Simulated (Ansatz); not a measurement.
Spectroscopic constants of KO, multiplicity 2 (lowest of 2S+1 = 2, 4 at CCSD(T)/def2-TZVPP on PBE0 minima; our sources give no spin for the ground state, which may be another). No spin–orbit coupling. K is treated without relativity.

Constants: fifth-degree fit in 1/R to seven points, most abundant isotopes. In def2 and cc sets the state is the lowest found near the PBE0 minimum, followed along R.

Correlated levels freeze the inner cores; with def2 sets outer-core shells near the valence are correlated too.

The values were computed with Ansatz (a quantum-chemistry and plane-wave program) with Gaussian orbitals. 

Energies at CCSD(T)/def2-QZVPP:

```json
[
 {"R (Å)": "2.033146", "E (hartree)": "-674.48771432"},
 {"R (Å)": "2.087800", "E (hartree)": "-674.49010166"},
 {"R (Å)": "2.138082", "E (hartree)": "-674.49125090"},
 {"R (Å)": "2.194923", "E (hartree)": "-674.49156358"},
 {"R (Å)": "2.251764", "E (hartree)": "-674.49103002"},
 {"R (Å)": "2.317349", "E (hartree)": "-674.48958849"},
 {"R (Å)": "2.393865", "E (hartree)": "-674.48706107"}
]
```

Task: With a reduced mass of 11.3398 u, find the minimum, the force constant and the constants.

Result: A fifth-degree polynomial in 1/R puts the minimum at r_e = 2.1855 Å with force constant 118 N/m. Then ω_e = (1/2πc)√(k/μ) = 420 cm⁻¹ and B_e = h/(8π²cμr_e²) = 0.3112 cm⁻¹; the cubic and quartic terms give α_e = 0.0026 and ω_e x_e = 2.4 cm⁻¹.
